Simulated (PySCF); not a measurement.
Record of a relaxation.

SnEtI3, C2H5I3Sn.
Bonds: Sn1–C2, Sn1–I9, Sn1–I10, Sn1–I11, C2–C3. Hydrogens: H4, H5 on C2; H6, H7, H8 on C3.

Method: PBE0-D3(BJ)/def2-SVP geometry optimisation, gas phase, def2 core potentials past Kr (PySCF 2.14.0); density fitting, grid level 1; the optimiser is geomeTRIC in internal coordinates, started from a GFN2-xTB structure with every atom displaced at random (about 0.03 Å). 6 of its 9 geometries are shown. The frame can shift and turn from step to step; on so coarse a grid that alone can change the energy by a few meV, and forces under 0.02 eV/Å are noise.

Step 0: E = -32290.8080 eV, largest atomic force 3.385 eV/Å
```
atom  x, y, z in Å  |  force x, y, z in eV/Å
Sn1    -0.258   -0.519   -1.455   -1.088   0.688   0.723
C2     -0.303   -0.416    0.807    1.094  -0.954  -1.645
C3      0.475    0.734    1.290    3.304   0.079   0.735
H4      0.214   -1.366    1.079   -0.743   0.258   0.043
H5     -1.342   -0.352    1.058   -0.998  -0.366   0.258
H6      0.511    0.742    2.400   -0.180   0.020  -0.160
H7      1.603    0.659    0.998   -1.692   0.027   0.317
H8      0.181    1.717    0.979   -0.665   0.808  -0.410
I9      2.236   -0.411   -2.351    0.360  -0.045  -0.146
I10    -1.586    1.784   -2.369    0.419  -0.683   0.234
I11    -1.631   -2.658   -2.405    0.190   0.169   0.052
```

Step 2: E = -32291.1223 eV, largest atomic force 0.385 eV/Å
```
atom  x, y, z in Å  |  force x, y, z in eV/Å
Sn1    -0.272   -0.478   -1.399   -0.146   0.237  -0.146
C2     -0.271   -0.440    0.760    0.008   0.165  -0.143
C3      0.514    0.747    1.286   -0.334   0.141   0.130
H4      0.165   -1.404    1.051   -0.033  -0.117   0.110
H5     -1.340   -0.420    1.030    0.121  -0.030   0.052
H6      0.502    0.766    2.389   -0.065  -0.014  -0.014
H7      1.564    0.711    0.986    0.274  -0.030  -0.136
H8      0.096    1.709    0.935    0.036  -0.130   0.057
I9      2.261   -0.452   -2.332   -0.065  -0.030   0.014
I10    -1.509    1.777   -2.299    0.143  -0.221   0.071
I11    -1.612   -2.601   -2.376    0.060   0.029   0.004
```

Step 3: E = -32291.1319 eV, largest atomic force 0.169 eV/Å
```
atom  x, y, z in Å  |  force x, y, z in eV/Å
Sn1    -0.273   -0.467   -1.412   -0.111   0.048   0.118
C2     -0.266   -0.436    0.756    0.035   0.026  -0.110
C3      0.510    0.751    1.298   -0.060   0.000  -0.036
H4      0.163   -1.404    1.059   -0.019  -0.012   0.005
H5     -1.330   -0.421    1.038    0.013  -0.009   0.009
H6      0.483    0.758    2.399    0.003  -0.011   0.004
H7      1.567    0.721    0.991   -0.024   0.019   0.011
H8      0.080    1.706    0.953    0.036  -0.016   0.019
I9      2.247   -0.466   -2.343    0.068  -0.020  -0.026
I10    -1.483    1.767   -2.320    0.031  -0.027   0.006
I11    -1.599   -2.595   -2.390    0.028   0.002   0.000
```

Step 5: E = -32291.1333 eV, largest atomic force 0.042 eV/Å
```
atom  x, y, z in Å  |  force x, y, z in eV/Å
Sn1    -0.266   -0.456   -1.413    0.028  -0.011  -0.015
C2     -0.270   -0.433    0.743   -0.010   0.005   0.040
C3      0.491    0.752    1.307   -0.007  -0.025  -0.002
H4      0.155   -1.402    1.047    0.011   0.010  -0.011
H5     -1.334   -0.428    1.026   -0.015   0.000  -0.012
H6      0.458    0.738    2.408    0.006  -0.002   0.004
H7      1.550    0.740    1.007    0.003   0.001   0.007
H8      0.059    1.710    0.979   -0.012   0.013  -0.005
I9      2.269   -0.489   -2.330   -0.007  -0.004   0.012
I10    -1.446    1.775   -2.344    0.001   0.021  -0.011
I11    -1.568   -2.592   -2.399    0.002  -0.008  -0.005
```

Step 6: E = -32291.1332 eV, largest atomic force 0.039 eV/Å
```
atom  x, y, z in Å  |  force x, y, z in eV/Å
Sn1    -0.261   -0.454   -1.416    0.018  -0.005  -0.013
C2     -0.274   -0.432    0.741   -0.025   0.005   0.029
C3      0.483    0.752    1.311    0.002   0.002   0.003
H4      0.153   -1.401    1.043    0.010   0.000  -0.006
H5     -1.340   -0.430    1.019   -0.002  -0.001  -0.013
H6      0.449    0.733    2.413   -0.003  -0.002   0.000
H7      1.543    0.743    1.015    0.004  -0.005  -0.002
H8      0.052    1.711    0.986   -0.012   0.001   0.000
I9      2.279   -0.493   -2.319    0.001  -0.002   0.011
I10    -1.432    1.779   -2.357    0.007   0.006  -0.005
I11    -1.554   -2.594   -2.406    0.001  -0.001  -0.003
```

Step 8: E = -32291.1331 eV, largest atomic force 0.023 eV/Å
```
atom  x, y, z in Å  |  force x, y, z in eV/Å
Sn1    -0.252   -0.452   -1.418    0.006   0.000  -0.002
C2     -0.280   -0.432    0.740   -0.022  -0.003   0.005
C3      0.474    0.751    1.315    0.003   0.016   0.000
H4      0.148   -1.401    1.040    0.004  -0.001   0.000
H5     -1.347   -0.432    1.011    0.002  -0.001  -0.009
H6      0.436    0.731    2.416   -0.008  -0.002   0.000
H7      1.535    0.744    1.022   -0.002  -0.002  -0.002
H8      0.042    1.710    0.989   -0.004  -0.007   0.005
I9      2.294   -0.494   -2.301    0.008  -0.001   0.009
I10    -1.415    1.783   -2.368    0.011  -0.004  -0.002
I11    -1.538   -2.594   -2.416    0.002   0.004  -0.003
```

Problem. Summarise the path.

Solution. The energy falls by 7.50 kcal/mol from step 0 to step 8; nine tenths of that is first reached at step 2. It never rises by more than 0.2 meV. The largest force goes from 3.385 to 0.023 eV/Å. Among the bonds Sn1–I10 changes most, from 2.812 to 2.693 Å; the atoms move by 0.082 Å rms after alignment.

Problem. Follow the three bonds and two angles with the largest change from start to end.

Solution. 
```tsv
step	E above end (kcal/mol)	largest force (eV/Å)	Sn1–I10 (Å)	Sn1–C2 (Å)	C3–H7 (Å)	H4–C2–H5 (°)	C2–C3–H8 (°)
0	7.50	3.385	2.812	2.265	1.167	116.4	118.5
1	1.15	0.652	2.643	2.156	1.103	112.1	114.2
2	0.25	0.385	2.725	2.159	1.092	109.6	112.0
3	0.03	0.169	2.698	2.168	1.101	108.5	111.5
4	0.00	0.042	2.691	2.157	1.102	108.1	111.7
5	0.00	0.042	2.690	2.156	1.101	107.9	111.9
6	0.00	0.039	2.692	2.157	1.101	107.9	111.9
7	0.00	0.030	2.693	2.158	1.101	108.0	111.9
8	0.00	0.023	2.693	2.158	1.101	108.0	111.9
```

What follows is the cost of the whole optimisation. Hardware: one thread, Arm Neoverse V1 (aarch64), shared host with 32 logical CPUs at a one-minute load of 9.8. Cost: 3.6 min of wall time, 0.74 GiB resident at most.
